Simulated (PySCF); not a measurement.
This PySCF input asks for the NMR shieldings of SMILES CSC(=C)[C@@H]1[SiH2][C@@H]1OC, C₆H₁₂OSSi; the geometry comes from GFN2-xTB.

```python
import basis_set_exchange as bse
import numpy as np
from pyscf import gto, dft
from pyscf.prop import nmr

atoms = """
C     1.361610    1.598260   -1.457407
C     0.645292    0.827265   -0.643745
S     1.099632   -0.842211   -0.258162
C     2.896107   -0.831213   -0.566203
C    -0.548351    1.310182    0.057193
Si   -0.815002    0.854642    1.891505
C    -1.715242    0.346979    0.301483
O    -1.564218   -0.920133   -0.257063
C    -2.242354   -1.930948    0.437207
H     1.070433    2.619242   -1.637849
H     2.240323    1.257296   -1.972278
H     3.336498    0.064187   -0.139464
H     3.287059   -1.714034   -0.070515
H     3.098710   -0.892479   -1.631239
H    -0.852629    2.294361   -0.285195
H    -1.477029    1.869333    2.691268
H     0.116051   -0.060130    2.509900
H    -2.699917    0.776219    0.096718
H    -1.907783   -1.982306    1.481554
H    -2.011816   -2.865878   -0.068924
H    -3.326296   -1.761690    0.423266
"""
names = dict.fromkeys(["C", "S", "Si", "O", "H"], "pcSseg-1")
basis = {el: gto.basis.parse(bse.get_basis(n, elements=[el], fmt="nwchem")) for el, n in names.items()}
mol = gto.M(atom=atoms, basis=basis, charge=0, verbose=0)
mf = dft.RKS(mol, xc="PBE0")
mf.grids.level = 2
mf.grids.alignment = dft.numint.BLKSIZE   # the property module wants whole blocks of grid points
mf.conv_tol = 1e-9
mf.kernel()

calc = nmr.RKS(mf)   # GIAO
C = mf.mo_coeff
Co = C[:, mf.mo_occ > 0]
resp = mf.gen_response(singlet=True, hermi=2)
def vind(x):   # induced exchange potential for any number of trial vectors
    d = np.einsum("pi,xij,qj->xpq", C, 2 * x.reshape(-1, C.shape[1], Co.shape[1]), Co, optimize=True)
    return np.einsum("xpq,pi,qj->xij", resp(d - d.transpose(0, 2, 1)), C, Co, optimize=True).ravel()
mo1, _ = nmr.rhf.solve_mo1(calc, with_cphf=vind)
sigma = calc.kernel(mo1)
for i, s in enumerate(sigma):   # ppm
    print("%2d %-2s %9.2f" % (i, mol.atom_pure_symbol(i), np.trace(s) / 3))
```

Question: What does it print?

Answer: 
```
 0 C      79.08
 1 C      27.26
 2 S     486.13
 3 C     162.88
 4 C     155.59
 5 Si    491.56
 6 C     117.89
 7 O     311.05
 8 C     123.90
 9 H      26.23
10 H      27.07
11 H      29.97
12 H      29.79
13 H      29.23
14 H      29.13
15 H      29.33
16 H      27.95
17 H      27.57
18 H      28.66
19 H      27.86
20 H      28.27
```

These numbers come from an equivalent density-fitted implementation of the same equations, which agrees with the script to about 0.01 ppm for H and up to a few tenths of a ppm for heavy atoms, so last digits may differ.

Question: Turn these shieldings into chemical shifts. Referencing at the same level of theory: TMS for 13C (186.93 ppm) and 29Si (349.16 ppm) and 1H (31.72 ppm); 33S (503.73 ppm) vs CS2; H2O for 17O (336.08 ppm).

Answer: Averaging equivalent atoms: C 1: 159.7; C 0: 107.8; C 6: 69.0; C 8: 63.0; C 4: 31.3; C 3: 24.0; S 2: 18; Si 5: -142.4; O 7: 25.0; H 9: 5.49; H 10: 4.65; H 17: 4.15; H 16: 3.77; H 18/19/20: 3.46; H 14: 2.59; H 15: 2.39; H 11/12/13: 2.05 ppm. Experimental scales use liquid or dissolved standards, which lie at an offset from isolated H2O (liquid H2O: subtract about 36 ppm).

Size and cost of the density-fitted run: 227 basis functions, 2.8 min wall time on 1 thread of an Intel Xeon, shared host; peak memory 1.1 GiB.
